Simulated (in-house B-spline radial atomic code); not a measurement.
# Ionising the terbium ion Tb⁺ with different functionals

Computed with a B-spline radial code for spherical atoms: scalar-relativistic (spin-free X2C) Hamiltonian, Fermi nucleus of rms radius 5.06 fm, spin-polarised at highest spin, spherical fractional occupations for the functionals, the average over the highest-spin determinants for Hartree-Fock. The ionisation energy is the difference of two self-consistent energies, [Xe] 4f9 6s1 → [Xe] 4f9, without Breit or QED terms; ε is the level of the shell that loses the electron (its least bound occupied spin orbital). There is no spin-orbit coupling in this Hamiltonian.

Hybrids are left out here: with spherical fractional occupations of an open shell their exact exchange keeps a self-interaction that integer-occupation calculations don't have.

```csv
method,rung,ΔSCF (eV),-ε(6s) (eV)
Hartree-Fock,Hartree-Fock,10.70,10.73
LDA VWN5,LDA,11.98,9.34
LDA PW92,LDA,11.98,9.34
LDA exchange-only,LDA,11.30,8.72
PBE,GGA,11.78,9.12
PBEsol,GGA,11.72,9.16
BLYP,GGA,11.84,9.06
RPBE,GGA,?,?
PW91,GGA,11.83,9.18
BP86,GGA,11.83,9.30
AM05,GGA,11.68,9.13
OLYP,GGA,11.50,8.78
TPSS,meta-GGA,11.46,8.97
SCAN,meta-GGA,11.79,9.41
r2SCAN,meta-GGA,?,?
revTPSS,meta-GGA,11.42,9.00
```

What does r2SCAN give?

ΔSCF 11.54 eV, and -ε(6s) = 9.26 eV.

What does RPBE give?

ΔSCF 11.69 eV, and -ε(6s) = 9.01 eV.

How do they compare with the NIST value?

NIST lists 11.51 eV ± 0.02 (semi-empirical, ground level to ground level). Errors run from -0.81 to +0.47 eV; OLYP is closest (-0.01 eV), though others lie within the uncertainty of it, and part of that can be cancellation, since the calculations leave out spin-orbit coupling, Breit-QED terms, multiplet and fine-structure energies. Hartree-Fock also lacks correlation.
